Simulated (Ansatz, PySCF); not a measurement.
NbF4, SMILES [Nb+]([F])([F])([F])[F], charge +1, multiplicity 1. Atoms are numbered in the order given.

```xyz
5

Nb     0.0000     0.0000     0.0000
F      1.4591     0.8424    -0.5957
F      0.0000    -1.6848    -0.5957
F     -1.4591     0.8424    -0.5957
F      0.0000     0.0000     1.7870
```
Charge +1, spin multiplicity 1.

Geometry optimised at PBE0-D3(BJ)/def2-SVP. The spin state was assumed, not searched. The isomer is the one that the SMILES or the coordinates give; other isomers of the formula were not compared. The def2 effective core potentials stand for the cores of Nb; spin–orbit coupling is left out.

Two levels are set side by side: PBE-D3(BJ)/def2-SVP (Ansatz, a first-principles code) and PBE0-D3(BJ)/def2-SVP (Ansatz). Each level has its own optimised geometry; the coordinates shown are those of the second. Frequencies come from the Hessian of PySCF at each geometry. Differences are taken from unrounded values.

```json
[
 {"quantity": "mean bond length (Å)", "PBE0-D3(BJ)": "1.787", "PBE-D3(BJ)": "1.806", "PBE-D3(BJ) minus PBE0-D3(BJ)": "0.019"},
 {"quantity": "bond Nb1–F2 (Å)", "PBE0-D3(BJ)": "1.787", "PBE-D3(BJ)": "1.806", "PBE-D3(BJ) minus PBE0-D3(BJ)": "0.019"},
 {"quantity": "bond Nb1–F3 (Å)", "PBE0-D3(BJ)": "1.787", "PBE-D3(BJ)": "1.806", "PBE-D3(BJ) minus PBE0-D3(BJ)": "0.019"},
 {"quantity": "bond Nb1–F4 (Å)", "PBE0-D3(BJ)": "1.787", "PBE-D3(BJ)": "1.806", "PBE-D3(BJ) minus PBE0-D3(BJ)": "0.019"},
 {"quantity": "bond Nb1–F5 (Å)", "PBE0-D3(BJ)": "1.787", "PBE-D3(BJ)": "1.806", "PBE-D3(BJ) minus PBE0-D3(BJ)": "0.019"},
 {"quantity": "highest harmonic wavenumber (cm⁻¹)", "PBE0-D3(BJ)": "843", "PBE-D3(BJ)": "807", "PBE-D3(BJ) minus PBE0-D3(BJ)": "-35"},
 {"quantity": "mean harmonic wavenumber (cm⁻¹)", "PBE0-D3(BJ)": "475", "PBE-D3(BJ)": "456", "PBE-D3(BJ) minus PBE0-D3(BJ)": "-20"},
 {"quantity": "zero-point energy (kcal/mol)", "PBE0-D3(BJ)": "6.12", "PBE-D3(BJ)": "5.86", "PBE-D3(BJ) minus PBE0-D3(BJ)": "-0.25"}
]
```

Exact exchange shortens and stiffens bonds; PBE has none. Differences between two approximate levels are no errors against the true value.
